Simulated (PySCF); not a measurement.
Nickel: a sound run and one with changed settings

Sound run: Ni⁺ [Ar] 3d9, Ni²⁺ [Ar] 3d8. Computed with PySCF 2.14 in cc-pVTZ-DK (7s6p4d2f1g, 68 functions), with the spin-free X2C one-electron Hamiltonian (Gaussian nucleus). In the sound run the correlated levels freeze [Ar]. The sound run starts from symmetry-adapted Hartree-Fock orbitals and uses a fine grid where one is needed.

Changed run: basis STO-3G, all-electron and non-relativistic. This setting is unsound on purpose.

```csv
species,method,sound run (hartree),changed run (hartree),converged
Ni⁺,UHF,-1518.79743,-1488.44114,yes
Ni⁺,r2SCAN,n/a,-1489.58000,yes
Ni⁺,MN15,-1521.25813,-1487.63517,yes
Ni⁺,MP2,-1519.17220,-1488.43990,yes
Ni²⁺,UHF,-1518.24636,-1489.01883,yes
Ni²⁺,r2SCAN,-1519.57933,-1490.09026,yes
Ni²⁺,MN15,-1520.54991,-1488.07511,yes
Ni²⁺,MP2,-1518.50334,-1489.01991,yes
```

Ionisation energy of Ni⁺:

| method | sound run (eV) | changed run (eV) |
| --- | --- | --- |
| UHF | 14.995 | -15.720 |
| r2SCAN | n/a | -13.885 |
| MN15 | 19.272 | -11.971 |
| MP2 | 18.201 | -15.783 |
| SCS-MP2 | 17.902 | -15.783 |

A minimal basis cannot let orbitals breathe on ionisation and holds almost no correlation. The Hamiltonian changed with the basis, so the totals do not compare. A negative ionisation energy or a positive MP2 energy shows that the occupation asked for is not the lowest one in this basis.

For comparison, NIST gives 18.169 eV between the lowest levels.
